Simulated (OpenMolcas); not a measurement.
V³⁺: Racah parameters, worked from levels

* Program: OpenMolcas 26.06
* Basis: ANO-RCC-VQZP [7s6p4d3f2g1h]
* Scalar Hamiltonian: DKH2, point nucleus
* Active space: 8 electrons in 8 orbitals (RAS1 3p, at most 2 holes; RAS2 3d)
* State averaging: 2S+1 = 3 even, 10 roots; 2S+1 = 1 even, 15 roots
* Spin-orbit coupling: RASSI with atomic mean-field integrals over the reference wave functions, term energies averaged over their components

Methods: RASSCF; SS-RASPT2, IPEA 0.25 Eh, imaginary shift 0.1 Eh (closed shells correlated: 3s).

**Racah parameters.** Above 3F, d2 has 3P at 15B, 1G at 12B + 2C and 1D at 5B + 2C. The first two fix B and C, and the third tests them; where it misses by thousands of cm-1, two parameters do not describe the configuration (Trees and configuration-interaction terms are left out) and B and C hang on the terms chosen. Term energies are centres of gravity, weighted by 2J + 1.

| Source | 3P | 1G | B | C | C/B | 1D from B, C | 1D found |
| --- | --- | --- | --- | --- | --- | --- | --- |
| RASSCF | 15511 | 21936 | 1034 | 4764 | 4.61 | 14698 | 12367 |
| SS-RASPT2 | 13486 | 18026 | 899 | 3619 | 4.03 | 11733 | 10465 |

Energies in cm-1. From RASSCF to SS-RASPT2, B changes by -13.1 % and C by -24.0 %.

CASPT2 does not keep the components of a term degenerate, so their means are used; among the terms shown or strongly mixed into the levels shown the widest spread is 480 cm-1 (3d2 1G, SS-RASPT2). Active for correlation alone: 3p; no level in the range computed is led by a configuration that opens it, so any true level of that kind is missing. Without dynamic correlation excited terms often stand tens of per cent too high (terms of higher spin than the ground term too low), and those without a measured partner can miss by more than the paired ones (holds for RASSCF). Levels of configurations outside the active space are missing.
